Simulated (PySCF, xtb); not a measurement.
Torsion C1–C2–O3–H9 in C2H6O (SMILES CCO); at each angle all else is relaxed with GFN2-xTB, and the levels are single points there.
Geometry at 180° (charge 0, multiplicity 1):
```xyz
9

C     -0.933     0.276     0.052
C      0.408    -0.377    -0.243
O      1.432     0.463     0.250
H     -1.742    -0.349    -0.316
H     -0.981     1.249    -0.429
H     -1.045     0.416     1.124
H      0.458    -1.363     0.242
H      0.523    -0.521    -1.327
H      2.287     0.061     0.070
```

On the grid 0° to 180°, 0° is the highest and 180° the lowest point at MP2/CBS(cc-pVTZ, cc-pVQZ) + ΔCCSD(T)/cc-pVTZ.

Rows in 6-31G* carry no dispersion term and start afresh at each structure (6-31G* with six Cartesian d functions).

The values were computed with PySCF for 6-31G* rows; xtb for the GFN methods. 

Task: One of these levels gives 51.3 meV for the energy at 0° less that at 180°. Which?
A) GFN2-xTB
B) HF/6-31G*
C) BP86/6-31G*

Result: C, BP86/6-31G*. The others give -10.6 (GFN2-xTB), 79.8 (HF/6-31G*)
